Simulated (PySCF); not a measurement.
SZn, SMILES [Zn]=[S]. Coordinates come from a PBE0-D3(BJ)/def2-TZVP optimisation.

Computed with PBE0-D3(BJ)/def2-TZVP (PySCF).

Harmonic wavenumbers (cm⁻¹): 460. Rotational constants (GHz): 5.556 (linear); symmetry number 1.

Task: Work out the zero-point energy and the ideal-gas rigid-rotor harmonic-oscillator thermochemistry at 298.15 K and 1 atm.

Result: ZPE = ½ Σ hcν = ½ × 460 cm⁻¹ = 0.66 kcal/mol. H − E(el) = 2.89 kcal/mol. Entropy in cal/(mol K): translation 39.64, rotation 15.94, vibration 0.76, total 56.34. G − E(el) = -13.91 kcal/mol. Cp = 8.29 cal/(mol K).
